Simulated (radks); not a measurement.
The fluorine ion F2+, [He] 2s2 2p3. Method: non-relativistic Kohn-Sham, PBE, spin-polarised, spherical densities, point nucleus; computed with a radial shooting solver on a logarithmic mesh with Libxc functionals. Every spin shell is full or empty, so the densities are truly spherical. Functionals are evaluated on that one density, not self-consistently. Rank these exchange functionals by their error against the exact value of the orbitals, and give that value: LDA, PBE, PBEsol, revPBE, PW86, OPTX, WC, AM05, SOGGA, G96, EV93, TPSS, SCAN, r2SCAN, Tao-Mo.

Answer. Exact: -9.18532 hartree. From best to worst, with 100 (|E| - |E exact|)/|E exact| (equal figures are ties): SCAN +0.05, revPBE -0.06, OPTX -0.07, G96 -0.10, r2SCAN -0.10, Tao-Mo +0.14, TPSS +0.28, PW86 +0.49, PBE -0.85, WC -2.34, EV93 +2.62, PBEsol -4.40, SOGGA -4.49, AM05 -8.47, LDA -10.26.
